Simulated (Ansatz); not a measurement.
Reactions of CH3BF2S (`CSB(F)F`).

Program: Ansatz. Geometries: PBE0-D4/def2-TZVP. ΔE: electronic, gas phase. CCSD(T)/CBS adds triple-zeta CCSD(T) − MP2 to the extrapolated MP2 energy (def2 sets, frozen cores). This one scheme is used for every species. Elements past krypton have def2 core potentials. For Br, I outer-core shells are correlated without core-valence functions, which leaves a few kJ/mol of doubt a bond. Scalar relativity is left out up to krypton. Each species was taken in one conformer, which may not be the lowest.

Q: Order these by ΔE at CCSD(T)/CBS, lowest first. (Best estimate.)
A. `CSB(F)F` + HI → `FB(F)I` + CH₃SH
B. `CSB(F)F` + SiH₄ → `FB(F)[SiH3]` + CH₃SH
C. `CSB(F)F` + `N[SiH2]P` → `CSB(N)F` + `F[SiH2]P`
D. `CSB(F)F` + HBr → `FB(F)Br` + CH₃SH

A: C (-12.6 kcal/mol), D (+0.3 kcal/mol), A (+4.2 kcal/mol), B (+20.9 kcal/mol).

Largest T1 diagnostic: 0.014, for `FB(F)[SiH3]`.
